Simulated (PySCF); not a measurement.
# Computed vibrations of Lu(SH)3

Lu(SH)3 (singlet in the valence; each metal's 4f electrons, 14 of them, lie in its core potential, out of spins and levels). PySCF 2.14.0, RKS BP86, Lu lcecp-1-SVP with ECP60, S def2-SVP, H def2-SVP; non-relativistic Hamiltonian with scalar-relativistic core potentials where named; density fitting; no spin-orbit coupling. Central differences of gradients.

```xyz
7

Lu    0.0000    0.0000   -0.2758
S     2.4347    0.0000    0.4470
H     2.1176    0.0000    1.7749
S    -1.2173    2.1085    0.4470
H    -1.0588    1.8339    1.7749
S    -1.2173   -2.1085    0.4470
H    -1.0588   -1.8339    1.7749
```

Run from Python with OMP_NUM_THREADS=2. Where DIIS fails, smearing, a level shift and second-order steps follow.
It took 50 s on 2 threads of Arm Neoverse V2 (shared host).

Q: What are the harmonic wavenumbers and infrared intensities?

A: Modes are labelled in C3v; negative numbers are unstable modes, those under 60 cm⁻¹ near the noise; a finer grid moves soft modes by up to 10 cm⁻¹.
```json
{"cm⁻¹": "-283", "km/mol": "–", "symmetry": "a2"}
{"cm⁻¹": "-213", "km/mol": "–", "symmetry": "e"}
{"cm⁻¹": "-213", "km/mol": "–", "symmetry": "e"}
{"cm⁻¹": "64", "km/mol": "16.0", "symmetry": "a1"}
{"cm⁻¹": "90", "km/mol": "2.7", "symmetry": "e"}
{"cm⁻¹": "90", "km/mol": "2.7", "symmetry": "e"}
{"cm⁻¹": "297", "km/mol": "14.9", "symmetry": "e"}
{"cm⁻¹": "297", "km/mol": "14.9", "symmetry": "e"}
{"cm⁻¹": "304", "km/mol": "4.5", "symmetry": "a1"}
{"cm⁻¹": "342", "km/mol": "56.3", "symmetry": "e"}
{"cm⁻¹": "342", "km/mol": "56.3", "symmetry": "e"}
{"cm⁻¹": "377", "km/mol": "20.2", "symmetry": "a1"}
{"cm⁻¹": "2595", "km/mol": "3.0", "symmetry": "e"}
{"cm⁻¹": "2595", "km/mol": "3.0", "symmetry": "e"}
{"cm⁻¹": "2596", "km/mol": "0.5", "symmetry": "a1"}
```

Q: Is this a minimum?

A: No: 3 unstable; the lowest moves the atoms so:
```
Lu   0.00  0.00  0.00
S    0.00 -0.02  0.00
H    0.00  0.58  0.00
S    0.01  0.01  0.00
H   -0.50 -0.29  0.00
S   -0.01  0.01  0.00
H    0.50 -0.29  0.00
```

An lcecp potential fixes the number of 4f electrons, so in runs with it no electron can move into or out of that shell.
